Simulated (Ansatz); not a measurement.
The cluster B2As3⁻. Total charge -1; singlet. Geometry PBE-D4/def2-SVPD, that of the charge -1 singlet.

Cartesian coordinates in Å:
```
B -0.412 0.098 -0.535
B 0.669 0.684 0.737
As 1.103 -1.213 0.483
As -1.212 -1.657 -0.399
As -0.149 2.089 -0.286
```

The structure comes from a short search, and lower isomers may exist.

(1) Estimate the orbital energies around the gap (eV) in Ansatz with PBE-D4/def2-TZVPD, r2SCAN-D4/def2-TZVPD, PBE0-D4/def2-TZVPD.

## Answers

(1) 
```csv
orbital,PBE-D4/def2-TZVPD,r2SCAN-D4/def2-TZVPD,PBE0-D4/def2-TZVPD
HOMO−5,-2.90,-3.19,-3.99
HOMO−4,-2.81,-3.13,-3.89
HOMO−3,-2.72,-3.02,-3.74
HOMO−2,-1.88,-2.15,-2.89
HOMO−1,-0.53,-0.72,-1.35
HOMO,-0.10,-0.27,-0.92
LUMO,1.04,1.03,1.64
LUMO+1,2.34,2.48,3.00
LUMO+2,2.43,2.65,3.08
LUMO+3,2.83,3.19,3.41
LUMO+4,3.46,3.93,4.04
LUMO+5,3.80,4.30,4.27
β HOMO,-0.10,-0.27,-0.92
β LUMO,1.04,1.03,1.64
```
